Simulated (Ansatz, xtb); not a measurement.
Isomers of C4H11GaSi in order of energy

3 gas-phase structures of C4H11GaSi, from a drawn sample of its isomers (lower ones may exist). Each was relaxed with GFN2-xTB; where two conformers were screened, the lower at r2SCAN-D4/def2-SVP//GFN2-xTB is listed:

A. `C=C[CH2][GaH][CH2][SiH3]`, a singlet
B. `C=C[CH2][Ga]([CH3])[SiH3]`, a singlet
C. `C=[CH][Ga]([CH3])[CH2][SiH3]`, a singlet

Question: Which do you expect lowest at r2SCAN-D4/def2-SVP//GFN2-xTB, and how would the others follow?

Answer: Calculated order at r2SCAN-D4/def2-SVP//GFN2-xTB: C (0.0), B (13.6), A (29.6) kJ/mol.

Energies above the lowest of each column, in kJ/mol; the last columns are at r2SCAN-D4/def2-SVP geometries:

```json
{"structure": "C", "GFN2-xTB": "56.4", "HF/STO-3G": "0.0", "r2SCAN-D4/def2-SVP//GFN2-xTB": "0.0", "r2SCAN-D4/def2-SVP": "0.0", "CCSD(T)/def2-SVP + ΔMP2/def2-TZVPP": "0.0"}
{"structure": "B", "GFN2-xTB": "0.0", "HF/STO-3G": "32.2", "r2SCAN-D4/def2-SVP//GFN2-xTB": "13.6", "r2SCAN-D4/def2-SVP": "8.3", "CCSD(T)/def2-SVP + ΔMP2/def2-TZVPP": "26.9"}
{"structure": "A", "GFN2-xTB": "23.5", "HF/STO-3G": "55.7", "r2SCAN-D4/def2-SVP//GFN2-xTB": "29.6", "r2SCAN-D4/def2-SVP": "22.4", "CCSD(T)/def2-SVP + ΔMP2/def2-TZVPP": "35.9"}
```

CCSD(T)/def2-SVP + ΔMP2/def2-TZVPP puts C lowest; GFN2-xTB picks B. Flexible structures stand in one conformer each, not always the lowest. A keeps a small imaginary mode. ΔMP2 is the change of the MP2 energy from the smaller to the larger basis.

Programs: Ansatz 0.2.0, xtb 6.7.1.
